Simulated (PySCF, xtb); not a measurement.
B3H5N3, SMILES [B]1NBNBN1 (connectivity only; charge and spin as stated), charge +1, multiplicity 1.

GFN2-xTB (xtb) at its own geometry gives an orbital gap of 3.71 eV.

Geometry: B3LYP-D3(BJ)/def2-SVP. The spin state was assumed, not searched. The isomer is the one that the SMILES or the coordinates give; other isomers of the formula were not compared.

Task: What does PBE/def2-TZVP in PySCF give? (Estimate from the structure and the level; the computed values follow.)

Result: gap 4.35 eV (levels -12.76 and -8.42 eV).
